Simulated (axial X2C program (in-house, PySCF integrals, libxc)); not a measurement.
Potential curves of ZrBr, 2c

All values were computed with an axial X2C code built on PySCF integrals. Two-component (2c) means X2C with spin–orbit coupling and atomic mean-field two-electron Coulomb and Gaunt terms. Basis: Zr dyall-cv3z [11s12p9d6f3g], Br dyall-cv3z [8s9p6d4f1g] (cores contracted in-house); Gaussian nuclei, density fitting, unrestricted open shells. Masses: Zr 89.905 u, Br 78.918 u.

State: Ω = 3/2 (⟨Sz⟩ = 1.50, ⟨Lz⟩ = 0.00 at HF). Energies in eV from the fragments at the same level (Zr + Br). Fits are polynomials in 1 − R0/R over 0.85 to 1.23 times the lowest point R0.

```tsv
R (Å)	CCSD(T)
2.2632	-3.1079
2.3378	-3.3617
2.4124	-3.4969
2.4870	-3.5420
2.5740	-3.5102
2.6611	-3.4128
2.7730	-3.2229
```

Correlated methods: 19 electrons correlated (number of frozen shells: Zr 3 s, 2 p, 1 d; Br 3 s, 2 p, 1 d), 323 virtual spin orbitals or spinors in MP2, 110 natural virtuals in coupled cluster.

The state is one determinant whose occupation by symmetry is held fixed; it was picked as the lowest of a PBE0 search that is not exhaustive. De is counted from the lowest determinant-based energies of the atoms at the same level, without counterpoise correction. Coupled cluster ran in a truncated set of natural virtual spinors; the MP2 energy of the rest was added. (T) has no such correction and the atoms are truncated less, which lowers De at CCSD(T) by a hundredth of an eV or more. Other states lie close and PBE0, whose exact exchange favours high spin, may order them wrongly; the determinant shown need not be the ground state. The nearest other 2c determinant of the search, Ω = 3/2, lies 0.06 eV up at the distance of the search. With several unpaired electrons one determinant need not be a pure state. This is the top spin component of a Σ state; components of lower Ω are not single determinants and can lie lower. Coupled cluster ran on the points near the minimum only. MP2 and coupled cluster on one determinant become unreliable at the stretched end.

**Question.** What are Re, ωe and De at the CCSD(T) level?

**Answer.** At CCSD(T), 2c: Re = 2.496 Å, ωe ≈ 275 cm⁻¹, De = 3.54 eV to Zr + Br; Be follows as 0.0644 cm⁻¹.
